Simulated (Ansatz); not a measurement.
Gas-phase reaction R1 → P1 + P2, each structure at its B3LYP-D3(BJ)/def2-TZVP stationary point, reached from a drawn start (curvature not checked).
P1: H atom, charge 0, multiplicity 2.
R1: H2O (SMILES O), charge 0, multiplicity 1.
P2, OH (SMILES [OH]) (charge 0, multiplicity 2, Z-matrix in Å and degrees):
```
O
H 1 0.9767
```

P less R. No zero-point or thermal terms; singlets are restricted closed shells; open shells are unrestricted; no spin–orbit coupling.

Frozen-core correlation throughout.

Programs: Ansatz (a program for electronic structure). Each number belongs to the level named beside it.

The comparison value is 520.3 kJ/mol (CCSD(T)/cc-pVQZ). It is a level with limits of its own, not the exact answer.

Q: Order these levels by how close they come to the comparison value for the reaction energy, closest first: HF/cc-pVQZ, HF/cc-pVDZ, wB97M-V/def2-TZVPP, B3LYP/def2-TZVPP, r2SCAN/def2-TZVPP. Give each level's value less the comparison value.

A: wB97M-V/def2-TZVPP (-1.9 kJ/mol), B3LYP/def2-TZVPP (-9.2 kJ/mol), r2SCAN/def2-TZVPP (-14.5 kJ/mol), HF/cc-pVQZ (-155.7 kJ/mol), HF/cc-pVDZ (-169.7 kJ/mol)
